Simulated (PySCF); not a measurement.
Computed IR spectrum (relative IR intensity) of a molecule C₃H₆BNO. Geometry: PBE-D3(BJ)/def2-SVP. One conformer was computed; it need not be the lowest. Method: PBE-D3(BJ)/def2-SVP (PySCF 2.14.0). Harmonic, unscaled wavenumbers; measured fundamentals usually lie a few per cent lower.

```tsv
ν (cm⁻¹)	relative intensity
426	9.2
447	51
641	31
679	13
691	16
953	41
1055	25
1147	17
1273	55
1305	61
1400	5.5
1428	21
1536	100
2109	9.1
2934	34
2992	14
3071	2.3
3394	19
3516	11
3777	31
```

Question: Which molecule gave these data?
A) CB(C)N=C=O
B) C#CB(O)NC
C) CB1N=C(C)O1
D) CC1=COB1N

Answer: B, C#CB(O)NC
